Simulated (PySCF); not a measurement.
Start geometry of Sn(CCH)H3, `C#[C][SnH3]` from GFN2-xTB (Å):
```
atom  x, y, z in Å
Sn1   -0.0073   -0.0061   -1.1505
C2    -0.0015    0.0050    0.9092
C3     0.0090    0.0141    2.1102
H4     0.0200    0.0199    3.1628
H5     1.5577   -0.0088   -1.6764
H6    -0.7937    1.3435   -1.6853
H7    -0.7841   -1.3676   -1.6700
```

What comes out of this run: PBE0-D3(BJ)/def2-SVP geometry optimisation, gas phase, def2 core potentials past Kr in PySCF?

```
atom  x, y, z in Å
Sn1   -0.006   -0.008   -1.171
C2     0.002    0.005    0.922
C3     0.010    0.014    2.139
H4     0.018    0.021    3.215
H5     1.616   -0.007   -1.707
H6    -0.823    1.393   -1.707
H7    -0.816   -1.419   -1.690
```

The energy falls by 0.110 eV over 4 energy and gradient evaluations, the largest force component goes from 0.0222 to 1.3e-04 Eh/bohr, and the atoms move by 0.048 Å rms after alignment. Among the bonds, Sn1–H5, Sn1–H6 and Sn1–H7 change most and about equally (+0.056 to +0.057 Å). Bonds longer at the end by more than 0.005 Å: 6 of 6; shorter: 0. Rotational constants go from 68258, 2942, 2941 to 63420, 2850, 2850 MHz. The orientation of the end geometry is arbitrary; only internal coordinates are fixed.

The run used 74 basis functions and 28 SCF cycles in all. On one thread, Arm Neoverse V1, shared host, this took 9.9 s.

Stationary, but not proved a minimum.
